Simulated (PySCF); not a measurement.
C8H10O2Si.
SMILES with atom numbers: `[CH3:1][C:2](=[O:3])[c:4]1[cH:5][cH:6][c:7]([O:8][SiH3:9])[cH:10][cH:11]1` (hydrogens: H12, H13, H14 on C1; H15 on C5; H16 on C6; H17, H18, H19 on Si9; H20 on C10; H21 on C11)

Computed, not measured: PBE0-D3(BJ)/def2-SVP geometry optimisation, gas phase (PySCF).

(1) Give the optimised bond lengths and angles.

Results:

(1) 
| bond | length (Å) |
| --- | --- |
| C1–C2 | 1.510 |
| C2=O3 | 1.213 |
| C2–C4 | 1.492 |
| C4–C5, C4–C11 | 1.401 |
| C5–C6, C10–C11 | 1.387 |
| C6–C7, C7–C10 | 1.401 |
| C7–O8 | 1.346 |
| O8–Si9 | 1.683 |
| C1–H12, C1–H13, C1–H14 | 1.099 |
| C5–H15, C11–H21 | 1.092 |
| C6–H16, C10–H20 | 1.092 |
| Si9–H17, Si9–H18, Si9–H19 | 1.490 |

Bonds in one row agree within 0.01 Å and their mean is given. A selection of angles:
| angle | degrees |
| --- | --- |
| C2–C1–H12 | 111.2 |
| C2–C1–H13 | 108.7 |
| H12–C1–H13 | 109.6 |
| H12–C1–H14 | 107.3 |
| C1–C2–O3 | 121.0 |
| C1–C2–C4 | 118.4 |
| O3–C2–C4 | 120.6 |
| C2–C4–C5 | 118.0 |
| C2–C4–C11 | 123.5 |
| C5–C4–C11 | 118.6 |
| C4–C5–C6 | 121.1 |
| C4–C5–H15 | 117.8 |
| C6–C5–H15 | 121.1 |
| C5–C6–C7 | 119.8 |
| C5–C6–H16 | 119.9 |
| C7–C6–H16 | 120.2 |
| C6–C7–O8 | 122.7 |
| C6–C7–C10 | 119.6 |
| O8–C7–C10 | 117.7 |
| C7–O8–Si9 | 128.9 |
| O8–Si9–H17 | 110.4 |
| O8–Si9–H18 | 104.8 |
| H17–Si9–H18 | 110.9 |
| H17–Si9–H19 | 109.4 |
| C7–C10–H20 | 118.4 |
| C11–C10–H20 | 121.6 |
| C10–C11–H21 | 118.7 |
| C4–C11–H21 | 120.4 |

Torsions: C1–C2–C4–C5 180° (antiperiplanar); C6–C7–O8–Si9 0° (synperiplanar).

Si9 (oxygen-bound silicon) is distorted tetrahedral (angles from 104.8° to 110.9°). The 11 heavy atoms lie in one plane (0.003 Å rms). Of the pairs four or more bonds apart, Si9···H16 is among the closest relative to their van der Waals radii: 2.79 Å, 85 % of the sum of Bondi's values. O8 (silyl ether oxygen) is bent (angle 128.9°). The C–C distances run from 1.387 Å (C5–C6, aromatic) to 1.510 Å (C1–C2, drawn single), a spread of 0.123 Å. The 6-membered ring C4–C5–C6–C7–C10–C11 has internal angles of 118.6° to 121.1°; it is planar, 0.00 Å rms from its mean plane, widest ring torsion 0°. The C–O distances run from 1.213 Å (C2=O3, drawn double) to 1.346 Å (C7–O8, drawn single), a spread of 0.133 Å.

PBE0-D3(BJ)/def2-SVP frequencies: not computed here. One conformer, not necessarily the lowest.
